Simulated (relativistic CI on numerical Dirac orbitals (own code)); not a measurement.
**Ca IV: what numerical and physical settings do to a radial Dirac CI calculation**

Reference input:

```
atom Ca  Z=20  charge=3  electrons=17
nucleus A=40  rms_radius_fm=3.4776
hamiltonian dirac-coulomb  breit=on  qed=on  c_scale=1
orbitals kli  potential=per-configuration
slater_scale 1
correlation none
mixing on
grid step=0.0125 r_max=25.7
scf mixing=0.4 start=green max_iterations=150 tolerance=2e-08 node_fill=0.05
configurations
  [Ne] 3s2 3p5
  [Ne] 3s 3p6
  [Ne] 3s2 3p4 3d
end
```

Computed lowest total energy -676.95113 Ha, first excitation 3156.6 cm⁻¹, 30 SCF steps. Runs with settings changed; * marks those that are bad on purpose (the QED terms keep the true α when c is scaled):

```
                                                Changed        Outcome     Lowest level    ΔE (Ha)  First excitation (cm⁻¹)  SCF steps               Message
                      iteration limit 20, QED terms off      converged  3s2 3p5 2P°_3/2     -0.126                   3148.6         30                      
speed of light × 1.25, node fill of the KLI weights 0.2      converged  3s2 3p5 2P°_3/2      0.998                   2032.5         31                      
         Slater scale 1.2, start potential thomas-fermi      converged  3s2 3p5 2P°_3/2  -1.09e-05                   3163.8         30                      
                                        grid step 0.008      converged  3s2 3p5 2P°_3/2  -2.56e-05                   3156.6         31                      
                             nuclear radius 34.776 fm *      converged  3s2 3p5 2P°_3/2      0.102                   3156.5         30                      
                         end of the grid at 2.06 bohr *  not converged                                                              10  orbital 2s not found
```

With so few configurations and no correlation, terms lie too far apart (by 10 to 50 % near neutrality), their order can be wrong, and levels of other configurations are missing.
